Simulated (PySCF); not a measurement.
# Working out the ionisation energy of Xe

Xe [Xe] (1S) → Xe+ [Kr] 4d10 5s2 5p5 (2P). All numbers are calculated (PySCF 2.14, a scalar-relativistic core potential, in def2-SVP with the def2 core potential (28 electrons) (6s5p3d2f, 50 functions)). Frozen: 4s2 4p6 4d10. Energies in hartree (1 hartree = 27.21139 eV):

```csv
part,Xe (lower),Xe+ (upper)
UHF,-328.298394,-327.877043
CCSD correlation,-0.160058,-0.134443
(T),-0.004906,-0.003563
```

What does Hartree-Fock give?

(-327.877043) − (-328.298394) = 0.421351 hartree = 11.466 eV.

What do CCSD and CCSD(T) give?

The CCSD correlation energies differ by 0.025615 hartree = 0.697 eV and the triples by 0.001343 hartree = 0.037 eV, so CCSD gives 12.163 eV and CCSD(T) 12.200 eV.

Measured between the centres of the two terms (NIST): 12.565 eV, so CCSD(T) (valence) is off by -0.365 eV.

A double-zeta basis recovers only part of the correlation energy.

What remains against the reference includes basis incompleteness, the frozen core and higher excitations.
